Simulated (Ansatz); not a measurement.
Molecule: CdI2, net charge 0, singlet state. SMILES: [I][Cd][I]
Geometry: optimised at B3LYP-D3(BJ)/def2-TZVP (Ansatz, an electronic-structure program).

Parts of the frozen-core correlation energy in def2-SVP (Ansatz, hartree). Frozen orbitals: 22; correlated occupied orbitals by spin: 13 and 13; virtual: 48 and 48. No spin-orbit coupling. In def2 rows, elements after Kr have scalar-relativistic effective core potentials.

| term | value |
|---|---|
| reference (HF) | -760.26570 |
| MP2 opposite-spin | -0.30511 |
| MP2 same-spin | -0.15839 |
| CCSD correlation | -0.47128 |
| (T) | -0.00979 |
| T1 diagnostic | 0.013 |
| largest doubles amplitude | 0.049 |
